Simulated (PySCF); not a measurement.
Consider (Be2Cl2H4N2). Coordinates in Å; atoms count from 1 in this order:
```
Be    1.0835   -0.1072    0.3227
Cl    2.9144    0.1245    0.6404
N    -0.3050    0.4681    1.1294
Be   -1.0314    0.2516   -0.3969
Cl   -2.5164    1.0484   -1.2098
N     0.2231   -0.7218   -1.0147
H    -0.3010    1.3979    1.5701
H    -0.6619   -0.1716    1.8566
H     0.0387   -1.7367   -0.9816
H     0.5750   -0.5457   -1.9656
```

Computed at ωB97X-D3(BJ)/ma-def2-SVP // PBE-D3(BJ)/def2-SVP with PySCF (density fitting, grid level 2). Thermal corrections: GFN2-xTB frequencies, unscaled, ideal gas at 298.15 K and 1 bar, quasi-RRHO entropy. These were taken at the GFN2-xTB minima.

Task: What are the vertical and the adiabatic ionisation energy for forming the radical cation?

Result: 10.88 eV vertical and 10.78 eV adiabatic, the latter with zero-point energy.

Task: Where does the unpaired spin of the relaxed radical cation sit?

Result: Cl5 (chlorine) 0.35, Cl2 (chlorine) 0.35, N6 (nitrogen) 0.26 (intrinsic atomic orbital populations). This structure is symmetry-broken (see the note below).

Task: What oxidation potential follows in dichloromethane (IEF-PCM), on the absolute scale?

Result: In the gas phase ΔG of oxidation is 10.735 eV, and solvation is -62.5 kJ/mol for the parent and -269.2 kJ/mol for the product, so the absolute potential is 8.59 V. The solvent is electrostatics only, on gas-phase structures; the absolute scale refers to an electron at rest in vacuum.

Task: How far is −ε(HOMO) from the vertical value by ΔSCF?

Result: −ε(HOMO) = 10.73 eV, which is 0.16 eV below the ΔSCF value.

Known limits: ma-def2-SVP is a small basis, whose errors can reach tens of kJ/mol; spin-orbit coupling is left out of the energies, which matters for open shells on the heavier atoms; N3 and N6 are equivalent in the parent, but the relaxed radical cation is symmetry-broken (C2v to Cs), which is often an artefact of the method; its spin populations, distances and adiabatic value belong to that structure.

Differences come from unrounded values, so a last digit can differ from that of the printed terms.
